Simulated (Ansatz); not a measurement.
# Scan of the H3–S1–Au2 angle

AuHS (SMILES [SH][Au]), closed shell, at its PBE0-D4/def2-TZVP minimum:

```xyz
3
angstrom
S -0.4501 -0.6492 -0.3285
Au 1.3933 -0.0089 0.7663
H -0.9541 0.5934 -0.4511
```

The angle H3–S1–Au2 (95.1° at the minimum) is set to the values below, H3, with anything bonded beyond it, turning rigidly in the plane of the angle. Each method's energies count from its own value at the PBE0-D4 minimum structure. Ansatz 0.2.0; basis: def2-TZVPP; cores frozen in the correlated methods. Filled d shells of the heavier atoms are correlated. Core potentials replace the inner electrons of the atoms past krypton. B3LYP uses VWN-RPA correlation.

| angle (°) | CCSD(T) (eV) | PBE0-D4 (eV) | r2SCAN-D4 (eV) |
| --- | --- | --- | --- |
| 65.1 | ? | 0.453 | 0.440 |
| 72.6 | 0.247 | 0.255 | 0.250 |
| 80.1 | 0.112 | 0.114 | 0.111 |
| 87.6 | 0.028 | 0.028 | 0.027 |
| 95.1 | 0.000 | 0.000 | 0.000 |
| 102.6 | 0.029 | 0.029 | 0.030 |
| 110.1 | ? | 0.112 | 0.115 |
| 117.6 | 0.252 | 0.248 | 0.253 |
| 125.1 | ? | 0.432 | 0.439 |

**Question.** Fill in the withheld CCSD(T) values. (To be estimated.)

**Answer.** By the calculation: 0.434 eV at 65.1°; 0.114 eV at 110.1°; 0.437 eV at 125.1°. These count from the CCSD(T) energy at the PBE0-D4 minimum.

Largest difference from the CCSD(T) curve over the scan: PBE-D4 0.011; B3LYP-D4 0.050; wB97M-V 0.032; HF 0.168 eV. Each curve counts from its own value at the minimum.

T1 diagnostic: at most 0.029. The T1 diagnostic is large here, which may signal multireference character or strong orbital relaxation, so CCSD(T) is less sure.

For scale, one of the runs: CCSD(T)/def2-TZVPP, 112 basis functions (an equivalent command: `ansatz run in.yaml --threads 2`). The run took about 4.5 s on 2 CPU threads (shared host).
